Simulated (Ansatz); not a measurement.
Consider the hydrogenolysis of a C–F bond: `CC(F)OC(F)F` + H₂ → `CC(F)OCF` + H–F.

Program: Ansatz. Geometries: PBE0-D4/def2-TZVP. ΔE: electronic, gas phase. CBS: MP2 limit from def2 TZ/QZ plus the TZ coupled-cluster correction, frozen cores. This one scheme is used for every species. DFT in def2-TZVPP. Each species was taken in one conformer, which may not be the lowest.

Task: Is it downhill or uphill in electronic energy at CCSD(T)/CBS, and by how much? (An estimate is asked.)

Result: The calculation gave: Downhill: ΔE = -13.9 kcal/mol.

Task: What do these levels give: r2SCAN0-D4, BHLYP-D4, CAM-B3LYP-D4, revPBE, r2SCAN0, HF/def2-TZVPP? (An estimate is asked.)

Result: Computed: r2SCAN0-D4 -10.4, BHLYP-D4 -11.9, CAM-B3LYP-D4 -10.9, revPBE -11.8, r2SCAN0 -10.5, HF/def2-TZVPP -11.9 kcal/mol.

Largest T1 diagnostic among the species: 0.012.

From PBE to PBE0 (25 % exact exchange), in def2-TZVPP and without D4, ΔE moves by −0.8 kcal/mol. At CCSD(T), def2-SVP lies +6.2 kcal/mol from the extrapolated value and def2-TZVPP +1.4 kcal/mol. Leaving LDA and LC-ωPBE aside and taking each functional with its dispersion term where it has one, the values, not all of them listed here, spread over 3.4 kcal/mol, from PBE-QIDH to r2SCAN-D4. LDA lies +2.5 kcal/mol from PBE without D4.
